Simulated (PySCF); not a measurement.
C6H10F2.
Atom-mapped SMILES: `[CH3:1][C@H:2]1[CH2:3][C@H:4]([CH:5]([F:6])[F:7])[CH2:8]1` (hydrogens: H9, H10, H11 on C1; H12 on C2; H13, H14 on C3; H15 on C4; H16 on C5; H17, H18 on C8)

Jobs on this species (18 atoms, 64 electrons) with PySCF (density fitting). Hardware of each: an AMD EPYC 9R45 with one thread, shared host. Times come from a shared host and carry two figures at best. Peak memory is the resident size of the whole Python process, interpreter and libraries included.

```tsv
level and settings	work	basis functions	SCF cycles	wall time	peak memory
PBE0/pcSseg-1	shieldings, ring-centre shieldings, charges and field gradients, density and orbital grids written	186	?	?	?
B3LYP/pcSseg-1, level shift 0.2 Eh	1 singlet by full TDDFT, 5 Tamm–Dancoff triplets, polarisability, density and orbital grids written	186	?	?	?
PBE0/def2-SVPD	6 singlets by full TDDFT, 2 Tamm–Dancoff triplets, polarisability, density and orbital grids written	246	?	?	?
wB97X/pcSseg-1	shieldings, ring-centre shieldings, charges and field gradients	186	12	17 s	0.98 GiB
CAM-B3LYP/pcSseg-1	shieldings, ring-centre shieldings, charges and field gradients	186	12	17 s	1.1 GiB
PBE0/def2-SVPD, energy threshold 1e-07 Eh	25 singlets by full TDDFT, polarisability	246	8	36 s	1.1 GiB
wB97X/6-31G*, damping 0.3 at the start, DIIS from the seventh cycle	spin–spin couplings from 18 perturbed nuclei, spin–dipole term for 2 of them	132	11	17 s	0.86 GiB
```

Question: Fill in the missing figures.

Answer: 
- PBE0/pcSseg-1; shieldings, ring-centre shieldings, charges and field gradients, density and orbital grids written: 17 s, 0.83 GiB, 13 SCF cycles
- B3LYP/pcSseg-1, level shift 0.2 Eh; 1 singlet by full TDDFT, 5 Tamm–Dancoff triplets, polarisability, density and orbital grids written: 17 s, 0.85 GiB, 10 SCF cycles
- PBE0/def2-SVPD; 6 singlets by full TDDFT, 2 Tamm–Dancoff triplets, polarisability, density and orbital grids written: 26 s, 1.0 GiB, 13 SCF cycles

Question: What do all jobs in the table cost together?

Answer: About 2.5 min; the longest takes about 24 % of that, and about 2.1 times as long as the shortest.
